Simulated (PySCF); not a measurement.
# How methods differ on the excitation energy of Sc²⁺

Sc²⁺ [Ar] 3d1 (2D) → Sc²⁺ [Ar] 4p1 (2P), as a difference of total energies. Computed with PySCF 2.14 in x2c-TZVPPall with one added diffuse shell each of s, p, d, f type (7s6p5d3f1g, 80 functions), with the spin-free X2C one-electron Hamiltonian (Gaussian nucleus). Correlated levels: valence and next inner shell: [Ne] frozen. The calculations carry no spin-orbit coupling.

```csv
method,excitation energy (eV)
UHF,7.248
LDA,7.730
PBE,7.654
PBE0,7.721
r2SCAN,7.803
PW91,7.711
r2SCAN0,7.842
M06,7.527
MN15,7.725
MP2 (valence and next inner shell),7.046
SCS-MP2 (valence and next inner shell),7.085
```

Problem. How much does correlation contribute at MP2 (valence and next inner shell)?

Solution. 7.046 − (7.248) = -0.202 eV, measured against UHF.

A first-order spin-orbit estimate (lowest level to lowest level, LS coupling) adds -0.014 eV.
